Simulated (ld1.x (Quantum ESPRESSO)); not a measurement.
## Ga (Z = 31): variants of one PAW potential

Base potential:

ld1.x (Quantum ESPRESSO) 7.5 input, shortened:

```
&input
   title='Ga', zed=31., rel=1, dft='PZ', iswitch=3,
   config='[Ar] 3d10 4s2 4p0.75'
 /
 &inputp
   pseudotype=3, lpaw=.true., tm=.true., lloc=-2, rcloc=2.70,
   nlcc=.false.,
   which_augfun='PSQ', rmatch_augfun=0.80
 /
6
4S  1  0   2.00   0.00  1.30  1.60  0.0
4S  1  0   0.00   2.40  1.30  1.60  0.0
4P  2  1   0.75   0.00  2.10  2.70  0.0
4P  2  1   0.00   0.40  2.10  2.70  0.0
3D  3  2  10.00   0.00  1.10  1.40  0.0
3D  3  2   0.00   2.20  1.10  1.40  0.0
 &test
   configts(1)='3d10 4s2 4p0.75'
 /
```

All-electron outer shells of the reference configuration (LDA (PZ), scalar-relativistic, ld1.x):

```tsv
shell	level (eV)	outermost node (bohr)	outermost maximum (bohr)
3s	-149.28	0.27	0.56
3p	-100.51	0.24	0.56
3d	-21.25	–	0.53
4s	-10.88	0.81	1.87
4p	-4.22	0.87	2.47
```

Cutoffs, loose and tight: the cutoffs (Ry, on a coarse ladder) from which the occupation-weighted sum of valence levels, in a spherical-Bessel basis at the reference potential, stays within 10 and 1 mRy of its value at 400 Ry. They do not see the model core or the augmentation charge, which bear on the density cutoff. Test errors are all-electron minus pseudo excitation energies from the reference, over the configurations 3d10 4s2 4p1; 3d10 4s2 4p0; 3d10 4s1 4p0; 3d10 4s2 4p1.3; 3d9 4s0 4p0; 3d9 4s2 4p2; 3d9 4s2 4p1 (two spin-polarised tests are not counted in the largest error). A dash means not determined; rows that change the core or the reference have their own tests. The largest error is taken over the tests solved by every variant that gives reliable tests at all: 3d10 4s1 4p0; 3d10 4s2 4p0; 3d10 4s2 4p1; 3d10 4s2 4p1.3.

| change | outcome | cutoff, loose | cutoff, tight | bound ghosts | largest test error (meV) |
| --- | --- | --- | --- | --- | --- |
| base | generated | 60 Ry | 100 Ry | none | -9.3 |
| waves 3d (bound): rcut 0.88, rcutus 0.94 bohr; 3d channel at 2.2 Ry: rcut 0.88, rcutus 0.94 bohr | generated | 180 Ry | 300 Ry | none | -5.8 |
| waves 3d (bound): rcut 0.98, rcutus 1.04 bohr; 3d channel at 2.2 Ry: rcut 0.98, rcutus 1.04 bohr | generated | 140 Ry | 230 Ry | none | -5.6 |
| waves 3d (bound): rcut 1.08, rcutus 1.14 bohr; 3d channel at 2.2 Ry: rcut 1.08, rcutus 1.14 bohr | generated | 110 Ry | 180 Ry | none | -5.2 |
| waves 3d (bound): rcut 1.10, rcutus 1.30 bohr; 3d channel at 2.2 Ry: rcut 1.10, rcutus 1.30 bohr | generated | 70 Ry | 140 Ry | none | -5.2 |
| waves 3d (bound): rcut 1.10, rcutus 1.42 bohr; 3d channel at 2.2 Ry: rcut 1.10, rcutus 1.42 bohr | generated | 60 Ry | 100 Ry | none | -9.3 |
| waves 3d (bound): rcut 1.10, rcutus 1.56 bohr; 3d channel at 2.2 Ry: rcut 1.10, rcutus 1.56 bohr | generated | 45 Ry | 80 Ry | none | -11 |
| waves 3d (bound): rcut 1.10, rcutus 2.14 bohr; 3d channel at 2.2 Ry: rcut 1.10, rcutus 2.14 bohr | generated | 21 Ry | 35 Ry | none | -7.8 |

Problem. What comes out with this change to the base: waves 3d (bound): rcut 1.10, rcutus 1.86 bohr; 3d channel at 2.2 Ry: rcut 1.10, rcutus 1.86 bohr?

Solution. outcome: generated; cutoff, loose: 35 Ry; cutoff, tight: 50 Ry; bound ghosts: none; largest test error (meV): -15.

Problem. What comes out with this change to the base: waves 3d (bound): rcut 1.10, rcutus 1.94 bohr; 3d channel at 2.2 Ry: rcut 1.10, rcutus 1.94 bohr?

Solution. outcome: generated; cutoff, loose: 30 Ry; cutoff, tight: 45 Ry; bound ghosts: none; largest test error (meV): -17.

Problem. What comes out with this change to the base: waves 3d (bound): rcut 1.10, rcutus 1.70 bohr; 3d channel at 2.2 Ry: rcut 1.10, rcutus 1.70 bohr?

Solution. outcome: generated; cutoff, loose: 40 Ry; cutoff, tight: 60 Ry; bound ghosts: none; largest test error (meV): -13.

Reading the sweep of the d radius (base included, trends over the rows without a ghost): The loose cutoff falls from 180 Ry at 0.94 to 21 Ry at 2.14 bohr. A larger radius leaves more room for a smooth pseudo-wave, so fewer plane waves are needed; a smaller one forces it to follow the all-electron wave where it bends sharply. The median size of the test errors (rows with all tests solved) is not monotonic: lowest 5.6 meV at 1.04 bohr, highest 15.2 meV at 1.86 bohr.
